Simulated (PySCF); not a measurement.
# Spinor energies of Cs⁵³⁺ (caesium, charge +53)

Start: 1s2. Calculated with PySCF 2.14 in an even-tempered Gaussian basis (16 s from 14 bohr⁻², ratio 2.6; 12 p from 18 bohr⁻², ratio 2.6; 6 d from 19 bohr⁻², ratio 2.8; 3 f from 810 bohr⁻², ratio 2.8): generalised Hartree-Fock with the X2C-1e Hamiltonian and a Gaussian nucleus; spin-orbit coupling (SO) screened by Boettger's factors.

| spinor shell | electrons | ε, screened SO (eV) | weight of nominal j (screened SO) | rms radius, screened SO (bohr) |
| --- | --- | --- | --- | --- |
| 1s1/2 | 2 | -41937.3 | 1.000 | 0.0296 |

| quantity | screened SO |
| --- | --- |
| E (hartree) | -3119.82702 |
| M_J | 0 |
| ⟨J²⟩ | 0.000 |
| ⟨L²⟩ | 0.000 |
| ⟨S²⟩ | 0.000 |

Breit and QED terms are absent; they matter most for the inner s and p1/2 levels.

Densities and radii are taken from the X2C orbitals without a picture-change correction, which distorts them close to the nucleus.
